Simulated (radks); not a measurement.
Question: Sn, 50 electrons, occupied as [Kr] 4d10 5s2 5p2. All-electron calculation, Dirac Kohn-Sham, BLYP, spin-unpolarised, spherical densities, point nucleus; open shells fill j = l - 1/2 first. Program: a radial shooting solver on a logarithmic mesh with Libxc functionals. Some entries of the table are withheld. Estimate them.

orbital  occ.  eigenvalue (hartree)  r(max) (bohr)  <r^2> (bohr^2)
1s1/2       2             -1065.701        0.01877        0.001143
2s1/2       2             -160.8199            (1)             (2)
2p1/2       2             -150.2293        0.08178         0.01376
2p3/2       4             -141.7493        0.08630         0.01506
3s1/2       2             -31.01057         0.3077          0.1317
3p1/2       2             -26.70885         0.2941          0.1266
3p3/2       4             -25.16078         0.3044          0.1351
3d3/2       4             -17.55458         0.2493          0.1161
3d5/2       6             -17.23498         0.2522          0.1186
4s1/2       2              -4.89544         0.7455          0.7582
4p1/2       2              -3.46494         0.7714          0.8565
4p3/2       4              -3.18560         0.7961          0.9170
4d3/2       4              -0.95126         0.8810           1.422
4d5/2       6              -0.91295         0.8907           1.462
5s1/2       2                   (3)          2.011           6.600
5p1/2       2              -0.13703            (4)           11.94
5p3/2       0              -0.12097            (5)           13.27

Answer: 
(1) 2s1/2 r(max) (bohr): 0.1062
(2) 2s1/2 <r^2> (bohr^2): 0.01851
(3) 5s1/2 eigenvalue (hartree): -0.37616
(4) 5p1/2 r(max) (bohr): 2.482
(5) 5p3/2 r(max) (bohr): 2.603
